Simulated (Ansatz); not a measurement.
System: sum formula SiNHF3 (charge -1, singlet). It need not be the lowest isomer of its formula. Whether it binds its extra electron was not tested at this geometry. SMILES: [NH-][Si](F)(F)F
Coordinates optimised at B3LYP-D3(BJ)/def2-TZVP (Ansatz, a program for electronic structure):
```xyz
6

N      1.5561     0.3331    -0.7536
Si     0.1344     0.0184    -0.0566
F     -0.6149    -1.4174    -0.2931
F     -0.0411     0.1130     1.5680
F     -1.0244     1.0443    -0.5429
H      2.3497    -0.2487    -0.5199
```
Charge -1, spin multiplicity 1.

Parts of the frozen-core correlation energy in cc-pV(5+d)Z (Ansatz, hartree). Frozen orbitals: 9; correlated occupied orbitals by spin: 16 and 16; virtual: 494 and 494. No spin-orbit coupling. No relativistic terms.

| term | value |
|---|---|
| reference (HF) | -642.73430 |
| MP2 opposite-spin | [?] |
| MP2 same-spin | [?] |
| CCSD correlation | -1.21815 |
| (T) | [?] |
| T1 diagnostic | 0.012 |
| largest doubles amplitude | 0.030 |

Fill in the missing entries.


- MP2 opposite-spin, value: -0.92550
- MP2 same-spin, value: -0.30740
- (T), value: -0.04441
